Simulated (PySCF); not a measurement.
# Electronic structure of Dy²⁺ (dysprosium, charge +2) at the UHF level

Configuration: [Xe] 4f9 6s1, one real determinant (an excited configuration). All numbers are calculated (PySCF 2.14, scalar relativity by spin-free X2C-1e, in cc-pVDZ-X2C (8s7p5d3f1g, 84 functions)).

- Total energy: -12151.696810 hartree
- One-electron energy: -16594.5782 hartree
- Hartree (Coulomb) energy: 4705.2313 hartree
- Exchange energy: -262.3499 hartree
- ⟨S²⟩: 12.0042
- ⟨L²⟩: 24.029
- Sum of ⟨r⟩: 37.45 bohr
- Sum of ⟨r²⟩: 48.87 bohr²
- Traceless quadrupole moment −½Σ⟨3z² − r²⟩ along its main axis: 0.205 e·bohr²
- Langevin diamagnetic susceptibility: -38.7 ×10⁻⁶ cm³/mol

```
shell  electrons  mean orbital energy (eV)  spread (eV)  rms radius, mean of both spins (bohr)
 1s α          1                  -54076.7            0                                 0.0240
 1s β          1                  -54076.6            0                                 0.0240
 2s α          1                   -9149.7            0                                 0.0970
 2s β          1                   -9149.4            0                                 0.0970
 2p α          3                   -8130.3        0.277                                 0.0874
 2p β          3                   -8130.1        0.251                                 0.0874
 3s α          1                   -2111.0            0                                  0.250
 3s β          1                   -2107.2            0                                  0.250
 3p α          3                   -1790.7        1.612                                  0.250
 3p β          3                   -1786.4        0.826                                  0.250
 3d α          5                   -1370.2        1.562                                  0.230
 3d β          5                   -1365.7        0.767                                  0.230
 4s α          1                   -467.04            0                                  0.563
 4s β          1                   -457.57            0                                  0.563
 4p α          3                   -358.87        2.602                                  0.598
 4p β          3                   -348.53        0.669                                  0.598
 4d α          5                   -207.63        2.922                                  0.657
 4d β          5                   -194.29        2.670                                  0.657
 5s α          1                   -83.244            0                                   1.38
 5s β          1                   -79.828            0                                   1.38
 5p α          3                   -53.385        1.056                                   1.59
 5p β          3                   -50.882        0.515                                   1.59
 4f α          7                   -40.689        2.910                                  0.885
 4f β          2                   -34.630        0.126                                  0.885
 6s α          1                   -18.699            0                                   3.82
```

⟨L²⟩ = 24.03 against 30 for a pure H term, so this real determinant mixes terms. Spin-orbit coupling, absent here, splits the open shell strongly.

Densities and radii are taken from the X2C orbitals without a picture-change correction, which distorts them close to the nucleus.

Spin-orbit constants ζ (cm⁻¹) from the X2C one-electron operator on these orbitals: bare nucleus, nucleus screened by l(l+1)(2l+1)/3 electrons, and screened by the Breit-Pauli mean field of the electrons.

```json
{"shell": "2p", "bare": "4128000", "screened nucleus": "4003000", "mean field": "n/a"}
{"shell": "3p", "bare": "865800", "screened nucleus": "839600", "mean field": "n/a"}
{"shell": "3d", "bare": "135400", "screened nucleus": "114900", "mean field": "n/a"}
{"shell": "4p", "bare": "190200", "screened nucleus": "184500", "mean field": "n/a"}
{"shell": "4d", "bare": "25210", "screened nucleus": "21390", "mean field": "n/a"}
{"shell": "4f", "bare": "3833", "screened nucleus": "2207", "mean field": "n/a"}
{"shell": "5p", "bare": "25600", "screened nucleus": "24830", "mean field": "n/a"}
```

To first order the Landé constant is A = -367.8 cm⁻¹, so the lowest level has J = 8 and lies 0.684 eV below the centre of the term. This holds in LS coupling only.
